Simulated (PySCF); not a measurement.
ZnBr2, SMILES [Br][Zn][Br].

Coordinates come from a B3LYP-D3(BJ)/def2-SVP optimisation. The isomer is the one that the SMILES or the coordinates give; other isomers of the formula were not compared.

Two levels are set side by side: PBE/def2-TZVPD (PySCF) and r2SCAN/def2-TZVPD (PySCF). Same geometry, gas phase. Differences are taken from unrounded values.

```json
[
 {"quantity": "orbital gap (eV)", "r2SCAN": "5.12"},
 {"quantity": "highest occupied level (eV)", "r2SCAN": "-7.66"},
 {"quantity": "lowest empty level (eV)", "r2SCAN": "-2.54"},
 {"quantity": "mean polarisability (bohr³)", "r2SCAN": "69.6"}
]
```

### Question
What does PBE give, and how far is it from r2SCAN? (An estimate is asked for; the answer gives what the named calculation found.)

### Answer

```tsv
quantity	PBE	PBE minus r2SCAN
orbital gap (eV)	4.52	-0.59
highest occupied level (eV)	-7.35	0.31
lowest empty level (eV)	-2.82	-0.28
mean polarisability (bohr³)	72.5	3.0
```

Rough cost on one machine, each run with all the roots and properties that it gave: r2SCAN against PBE about 2 times.
